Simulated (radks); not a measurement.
Values are calculated unless marked as measured or tabulated.
Initial-state core-level shifts of the lead ion Pb+ when its valence configuration changes from [Hg] 6p1. Code: a radial shooting solver on a logarithmic mesh with Libxc functionals. Model: scalar-relativistic Kohn-Sham, PBE, spin-polarised, spherical densities, finite nucleus; open shells are filled with parallel spins first (spin-orbit coupling, left out, can overturn this in heavy ions); Fermi nuclear charge, rms radius 5.5012 fm. Shifts are changes of the shell-averaged eigenvalues in eV (positive: less bound); the change of the density at the nucleus, which sets a Mossbauer isomer shift, is in e/bohr^3, on a base of 2.955e+06.

| valence | 1s | 3s | 4s | 4p | density at nucleus |
|---|---|---|---|---|---|
| [Xe] 4f13 5d10 6s2 6p2 | -20.593 | -24.261 | -21.110 | -20.382 | +290.2 |
| [Xe] 4f14 5d10 6s1 6p2 | -1.667 | -1.652 | -1.661 | -1.660 | -271.1 |
| [Xe] 4f14 5d9 6s2 6p2 | -6.163 | -6.253 | -6.170 | -6.163 | +80.5 |
| [Xe] 4f14 5d9.5 6s2 6p1.5 | -3.085 | -3.128 | -3.090 | -3.086 | +39.9 |
| [Xe] 4f14 5d10 6s0.5 6p2.5 | -2.571 | -2.545 | -2.557 | -2.556 | -408.8 |
| [Xe] 4f14 5d10 6s1.5 6p1.5 | -0.867 | -0.858 | -0.863 | -0.862 | -132.6 |
| [Xe] 4f14 5d10 6p3 | -3.458 | -3.423 | -3.438 | -3.435 | -549.4 |
| [Xe] 4f14 5d9.5 6s1.5 6p2 | -3.898 | -3.935 | -3.901 | -3.897 | -100.0 |
| [Xe] 4f13.5 5d10 6s1.5 6p2 | -11.025 | -12.831 | -11.307 | -10.948 | +1.3 |
